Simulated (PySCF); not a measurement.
**Frontier orbitals and the lowest excitations**

C6H7NO.
Atom-mapped SMILES: `[CH3:1]/[N:2]=[CH:3]/[C:4]#[C:5][C:6]([CH3:7])=[O:8]` (hydrogens: H9, H10, H11 on C1; H12 on C3; H13, H14, H15 on C7)

Level of theory: PySCF 2.14.0, density-fitted response routines, TDDFT PBE0/def2-SVPD, vertical, gas phase, core orbitals frozen in the response. Isolated species at its GFN2-xTB geometry, gas phase.

Kohn–Sham orbitals with the atoms that hold most of them (Löwdin shares over 4%, at most four atoms; ? is withheld):

```tsv
orbital	ε (eV)	atoms
LUMO+2	0.64	C3 13%, C1 13%, C4 12%, C7 12%
LUMO+1	-1.25	N2 17%, C3 17%, C5 15%, C4 15%
LUMO	?	O8 18%, C6 17%, C4 16%, C5 14%
HOMO	-7.80	?
HOMO-1	-7.89	?
HOMO-2	-8.11	O8 22%, C5 19%, C4 14%, N2 13%
HOMO-3	-8.70	C5 37%, C4 36%, O8 12%, C6 6%
```

(1) Which atoms hold the HOMO, and with what shares?

(2) Give the leading atoms of the HOMO-1.

(3) What is the LUMO energy, and the HOMO–LUMO gap?

Answers

(1) N2 (bonded to 2 C) 31%; O8 (bonded to C) 28%; C3 (bonded to C, N and H) 8%; C5 (bonded to 2 C) 7%. By element: nitrogen 31%, oxygen 28%, carbon 15% or more.

(2) N2 (bonded to 2 C) 38%; O8 (bonded to C) 20%; C3 (bonded to C, N and H) 8%; C1 (bonded to N and 3 H) 8%. By element: nitrogen 38%, oxygen 20%, carbon 16% or more.

(3) ε(LUMO) = -2.08 eV; the gap is 5.72 eV (0.2102 hartree).

**Question.** The HOMO–LUMO gap is 5.72 eV. Where does the response calculation put the lowest singlet, and from which orbitals?

**Answer.** S1 is at 3.89 eV (f = 0.0018), 1.83 eV below the gap, made of HOMO→LUMO (48%), HOMO-1→LUMO (21%), HOMO-2→LUMO (16%). Without the coupling terms of the response equations the lowest excitation would equal the gap.

Next come S2 at 4.23 eV (f 0.0012), HOMO-1→LUMO (50%), HOMO→LUMO (28%), HOMO→LUMO+1 (13%); S3 at 4.61 eV (f 0.038), HOMO-2→LUMO (59%), HOMO-3→LUMO (12%), HOMO-2→LUMO+1 (10%); S4 at 5.16 eV (f 0.015), HOMO-3→LUMO (56%), HOMO→LUMO+1 (20%); S5 at 5.32 eV (f 0.015), HOMO→LUMO+1 (38%), HOMO-1→LUMO+1 (36%), HOMO-1→LUMO (14%).

The run took 40 s on an Arm Neoverse V1 with one thread (shared host).
